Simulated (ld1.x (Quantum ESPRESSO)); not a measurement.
## Which change was made? (Sr, PAW)

strontium (Sr), PAW, made with ld1.x (Quantum ESPRESSO) 7.5 (PBEsol, scalar-relativistic). Core [Ar] 3d10, reference 4s2 4p6 4d0 5s0 5p0 (charge +2). Waves: 4s (bound): rcut 1.70, rcutus 2.00 bohr; 5s (bound, empty): rcut 1.70, rcutus 2.00 bohr; 4p (bound): rcut 2.15, rcutus 2.60 bohr; 5p (bound, empty): rcut 2.15, rcutus 2.60 bohr; 4d (bound, empty): rcut 2.55, rcutus 3.45 bohr; 4d channel at 2.25 Ry: rcut 2.55, rcutus 3.45 bohr. Local part: all-electron potential smoothed inside 1.55 bohr (lloc = -1). Core correction: a·sin(br)/r model core, default radius (ld1.x builds one for every PAW set, though the input has nlcc=.false.). Augmentation charge: BESSEL, radius 1.80 bohr.

Cutoffs, loose and tight: the cutoffs (Ry, on a coarse ladder) from which the occupation-weighted sum of valence levels, in a spherical-Bessel basis at the reference potential, stays within 10 and 1 mRy of its value at 400 Ry. They do not see the model core or the augmentation charge, which bear on the density cutoff. Test errors are all-electron minus pseudo excitation energies from the reference, over the configurations 4s2 4p6 4d0 5s2 5p0; 4s2 4p6 4d0 5s1 5p0; 4s2 4p6 4d0 5s1.5 5p0; 4s2 4p5 4d0 5s2 5p0; 4s1 4p6 4d0 5s2 5p0; 4s2 4p6 4d0 5s1 5p1; 4s2 4p6 4d0.5 5s1.5 5p0; variants that change the core or the reference have their own tests. The largest error is taken over the tests solved by every variant that gives reliable tests at all, those not shown here included: 4s2 4p6 4d0 5s1 5p0; 4s2 4p6 4d0 5s1.5 5p0; 4s2 4p6 4d0 5s2 5p0.

The base gives: outcome: generated, overlap not positive; bound ghosts: not determined (overlap not positive); largest test error (meV): +6.6.

(1) After one change the result is: outcome: generated; cutoff, loose: 12 Ry; cutoff, tight: 21 Ry; bound ghosts: none; largest test error (meV): +4.6. Which change was it?
A. local potential all-electron potential smoothed inside 2.00 bohr (lloc = -2)
B. waves 4p (bound): rcut 1.68, rcutus 1.78 bohr; 5p (bound): rcut 1.68, rcutus 1.78 bohr
C. type ultrasoft; local potential all-electron potential smoothed inside 2.50 bohr (lloc = -1); core correction none; augmentation built from norm-conserving waves at rcut, not smoothed further
D. reference 4s2 4p6 4d0 5s2 5p0

## Answers

(1) A. The others give: waves 4p (bound): rcut 1.68, rcutus 1.78 bohr; 5p (bound): rcut 1.68, rcutus 1.78 bohr → outcome: generated, overlap not positive; bound ghosts: not determined (overlap not positive); largest test error (meV): +5.6 | type ultrasoft; local potential all-electron potential smoothed inside 2.50 bohr (lloc = -1); core correction none; augmentation built from norm-conserving waves at rcut, not smoothed further → outcome: generated, overlap not positive; bound ghosts: not determined (overlap not positive); largest test error (meV): -1308 | reference 4s2 4p6 4d0 5s2 5p0 → outcome: generated, overlap not positive; bound ghosts: not determined (overlap not positive); largest test error (meV): -32. A file whose overlap is not positive is unfit for use, and its test errors describe a broken file.
